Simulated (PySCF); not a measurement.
SeCl₃, SMILES [Se](Cl)(Cl)Cl, multiplicity 2. Geometry optimised at B3LYP-D3(BJ)/def2-SVP. The multiplicity is an assumed one; other spin states were not compared. The isomer is the one that the SMILES or the coordinates give; other isomers of the formula were not compared.

Computed equilibrium geometry at B3LYP-D3(BJ)/def2-SVP (PySCF confirms it by a frequency run) as bond lengths and angles, and its point group:
point group Cs.
Atoms: Se1 Cl2 Cl3 Cl4. Bonds (Å): Se1–Cl2 2.331, Se1–Cl3 2.331, Se1–Cl4 2.189. Angles (°): Cl2–Se1–Cl3 148.1, Cl2–Se1–Cl4 97.0, Cl3–Se1–Cl4 97.0.
Charge 0, spin multiplicity 2.
